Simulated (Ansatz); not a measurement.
Program: Ansatz. Geometries: PBE0-D4/def2-TZVP. ΔE: electronic, gas phase. CCSD(T)/CBS adds triple-zeta CCSD(T) − MP2 to the extrapolated MP2 energy (def2 sets, frozen cores). This one scheme is used for every species. DFT in def2-TZVPP. For Ga, Se outer-core shells are correlated without core-valence functions, which leaves a few kJ/mol of doubt a bond. Scalar relativity is left out up to krypton. One conformer a species, not always the lowest.

Reaction (cleavage of the Ga–B bond): `[SH][GaH][BH][SeH]` + H–F → `[F][GaH][SH]` + `B[SeH]`

| species | r2SCAN0-D4 energy (Eh) |
| --- | --- |
| `[SH][GaH][BH][SeH]` | -4751.81174 |
| H–F | -100.43391 |
| `[F][GaH][SH]` | -2424.10517 |
| `B[SeH]` | -2428.17735 |

Q: Work out ΔE.

A: ΔE = (-2424.10517) + (-2428.17735) − (-4751.81174) − (-100.43391) = -0.03687 Eh = -96.8 kJ/mol. CCSD(T)/CBS gives -86.6 kJ/mol.

Largest T1 diagnostic among the species: 0.014.

Leaving LDA and LC-ωPBE aside and taking each functional with its dispersion term where it has one, the values, not all of them listed here, spread over 22.7 kJ/mol, from CAM-B3LYP-D4 to revPBE-D4. LDA lies +8.8 kJ/mol from PBE without D4. In def2-TZVPP, CCSD(T) changes the Hartree–Fock value by +33.5 kJ/mol (the triples alone add +3.7 kJ/mol) and MP2 by +32.1 kJ/mol. At CCSD(T), def2-SVP lies −26.9 kJ/mol from the extrapolated value and def2-TZVPP −6.0 kJ/mol.
